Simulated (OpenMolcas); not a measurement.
**4d7 along the 43-electron sequence**

```yaml
Program: OpenMolcas 26.06
Method: SS-CASPT2, IPEA 0.25 Eh, imaginary shift 0.1 Eh
Basis: ANO-R2
Scalar_Hamiltonian: X2C, finite nucleus
Spin-orbit_coupling: RASSI with atomic mean-field integrals over the reference wave functions, term energies averaged over their components
```

Active space for each ion: 7 electrons in 5 orbitals (4d); closed shells correlated by CASPT2: 4s 4p.

Computed levels in cm-1 above 4F 9/2:

```csv
Level,Ru+,Rh2+,Ag4+
4F 7/2,1549,2090,3510
4F 5/2,2560,3420,5580
4F 3/2,3210,4270,6860
4P 5/2,9670,11590,15070
4P 3/2,9900,11770,14900
4P 1/2,10800,13080,17380
2G 9/2,11290,13410,17110
2G 7/2,12820,15490,20540
2H 11/2,15120,17840,22810
weight of 4F in the lowest level (%),98,98,97
```

Mixed levels, with the weight of the term that names them: Ag4+ 4P 3/2 (73 %).

Measured, with the error of the calculation in %. Measured levels: Ru+ from NIST Handbook of Basic Atomic Spectroscopic Data; Rh2+ from the list in Shadmi, J. Res. Natl. Bur. Stand. 70A, 435 (1966); Ag4+ from the list in Gamrath, thesis, University of Mons (2023).

| Level | Ru+ | Rh2+ | Ag4+ |
| --- | --- | --- | --- |
| 4F 7/2 | 1523 (+1.7) | 2148 (-2.6) | 3690 (-5.0) |
| 4F 5/2 | 2494 (+2.6) | 3486 (-1.8) | 5816 (-4.0) |
| 4F 3/2 | 3104 (+3.4) | 4322 (-1.2) | 7097 (-3.4) |
| 4P 5/2 | 8257 (+17.1) | 11062 (+4.8) | 14899 (+1.2) |
| 4P 3/2 | 8478 (+16.8) | 10997 (+7.0) | 14204 (+4.9) |
| 4P 1/2 | 9374 (+15.3) |  | 17067 (+1.8) |
| 2G 9/2 |  |  | 16875 (+1.4) |
| 2G 7/2 |  |  | 20442 (+0.5) |
| 2H 11/2 |  |  | 22532 (+1.2) |

The fine-structure level 4F 3/2 changes by a factor of 2.14 from Ru+ to Ag4+. Its fourth root runs 7.53, 8.08, 9.10, with steps per unit of Z of 0.56, 0.51; equal steps would mean a (Z - σ)^4 law with constant σ.

4P 5/2 changes by a factor of 1.56 over the same range, with steps per unit of Z of +1920, +1740 cm-1.

CASPT2 does not keep the components of a term degenerate, so their means are used; among the terms shown or strongly mixed into the levels shown the widest spread is 770 cm-1 (4d7 2H, Ag4+). The CASPT2 spread within a term exceeds the gap to the next term for 4d7 2P and 4d7 2H, so the order of their levels is uncertain. Configurations with an s electron lie low at this charge and mix in, so terms can be misplaced (holds for Ru+). Some terms miss by over 15 % even with CASPT2, which points to a basis or an active space too small for the shells correlated (holds for Ru+). Levels of configurations with an s electron are missing; early in the row they begin among the upper levels of the d shell and mix with terms of their name (holds for Rh2+). Computed and measured levels are paired by configuration, term and J; levels that our copy of the source lacks, or whose pairing is in doubt (as where it misses far off the trend of its configuration), stay unpaired and out of the deviations. Levels of configurations outside the active space are missing.
